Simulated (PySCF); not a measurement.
B2H4O.

```xyz
7

O      0.0000     0.0000     0.0000
B      0.0000     0.0000    -1.3342
H     -0.7412     0.7412    -1.9043
H      0.7412    -0.7412    -1.9043
B      0.0000     0.0000     1.3342
H     -0.7412    -0.7412     1.9043
H      0.7412     0.7412     1.9043
```

Geometry: B3LYP-D3(BJ)/def2-TZVP.

All values below come from PBE/pcSseg-2 run with PySCF. Non-relativistic, no solvent.

Computed absolute GIAO shielding of each atom: isotropic value and principal components (ppm):
```tsv
atom	σ(iso)	σ11	σ22	σ33	span
O1	-42.4	-200.2	36.5	36.5	236.7
B2	50.2	2.0	47.6	101.0	99.0
H3	25.8	25.1	25.8	26.4	1.2
H4	25.8	25.1	25.8	26.4	1.2
B5	50.2	2.0	47.6	101.0	99.0
H6	25.8	25.1	25.8	26.4	1.2
H7	25.8	25.1	25.8	26.4	1.2
```
